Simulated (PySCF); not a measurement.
## Hg(76+) (mercury, charge +76): Hartree-Fock from Schrödinger to Dirac-Coulomb-Breit

Occupied: 1s1/2, 2s1/2. Hartree-Fock calculated with PySCF 2.14 in an uncontracted even-tempered set (18 s from 22 bohr⁻², ratio 2.3; 15 p from 26 bohr⁻², ratio 2.3), Gaussian nucleus throughout. NR is non-relativistic, sf-X2C the spin-free one-electron X2C Hamiltonian, X2C adds the bare one-electron spin-orbit term, X2C-SNSO screens it by Boettger's factors, DC is four-component Dirac-Coulomb, and the Gaunt and Breit terms are added at first order (total energies over the DC spinors, levels after relaxing the spinors in that mean field). QED terms are absent. Levels marked empty are virtual spinors of this ion.

```
Hamiltonian  E (hartree)  E − E(DC) (hartree)  CPU seconds
         NR   -7874.4764             848.2834         0.51
     sf-X2C   -8717.8188               4.9410         0.31
        X2C   -8717.8188               4.9410         0.31
   X2C-SNSO   -8717.8188               4.9410         0.31
         DC   -8722.7598               0.0000          6.6
   DC+Gaunt   -8713.2806               9.4792           11
   DC+Breit   -8713.4928               9.2670           93
```

| level (eV) | NR | sf-X2C | X2C | X2C-SNSO | DC | DC+Gaunt | DC+Breit |
| --- | --- | --- | --- | --- | --- | --- | --- |
| 1s1/2 | -84862.6 | -93362.3 | -93362.3 | -93362.3 | -93480.1 | -93253.1 | -93255.9 |
| 2s1/2 | -20587.3 | -23205.2 | -23205.2 | -23205.2 | -23220.1 | -23192.2 | -23195.0 |
| 2p1/2 (empty) | -20131.1 | -21081.6 | -22657.7 | -22609.4 | -22627.4 | -22576.5 | -22583.0 |
| 2p3/2 (empty) | -20131.1 | -21081.6 | -20483.0 | -20496.8 | -20500.0 | -20473.7 | -20480.2 |
| 3s1/2 (empty) | -8914.3 | -9796.7 | -9796.7 | -9796.7 | -9800.7 | -9793.0 | -9794.2 |

| interval (eV) | X2C | X2C-SNSO | DC | DC+Gaunt | DC+Breit |
| --- | --- | --- | --- | --- | --- |
| 2p3/2 − 2p1/2 | 2175 | 2113 | 2127 | 2103 | 2103 |

Weight of the small component: 1s1/2 0.0931, 2s1/2 0.0230, 2p1/2 0.0227, 2p3/2 0.0205, 3s1/2 0.00964.

Koopmans' value for the highest occupied level at DC+Breit: 23195.0 eV, against an ionisation energy of 23170 ± 110 eV (theoretical estimate listed by NIST; NIST Atomic Spectra Database, ionization energies); the former lacks relaxation, correlation, QED and recoil.

The whole ladder took 110 s of wall time on 1 thread of Neoverse-N1 (shared host), launched as `OMP_NUM_THREADS=1 python relrun2.py TASK.json OUT` (a driver that calls PySCF for each Hamiltonian).

Dirac-Coulomb iterations, started from the X2C spinors:

```
with_ssss True, with_gaunt False, with_breit False
light speed = 137.03599967994
init E= -8607.51138413261
cycle= 1 E= -8722.75945160294  delta_E= -115  |g|= 3.59  |ddm|= 0.134
cycle= 2 E= -8722.75980253911  delta_E= -0.000351  |g|= 0.00674  |ddm|= 0.000855
cycle= 3 E= -8722.7598025436  delta_E= -4.48e-09  |g|= 1.34e-05  |ddm|= 8.64e-06
```
